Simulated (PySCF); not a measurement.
SiF2Cl2, SMILES F[Si](F)(Cl)Cl. Heavy atoms are numbered as in [F:1][Si:2]([F:3])([Cl:4])[Cl:5].

Coordinates come from a B3LYP-D3(BJ)/def2-SVP optimisation.

Calculation: HF/pcSseg-1 in PySCF.

GIAO shieldings, no solvent; atoms alike by connectivity are averaged. δ = σ(ref) − σ: ¹⁹F against CFCl3 (σ = 238.5 ppm); ²⁹Si against TMS (σ = 393.8 ppm); ³⁵Cl against HCl (σ = 958.2 ppm), references at their B3LYP-D3(BJ)/def2-TZVP geometries, non-relativistic (without spin–orbit terms, shifts of atoms bonded to Cl or Br come out too high).

```tsv
nucleus	atoms	count	δ (ppm)
¹⁹F	F1	2	-90.9
²⁹Si	Si2	1	-46.8
³⁵Cl	Cl4	2	34.5
```
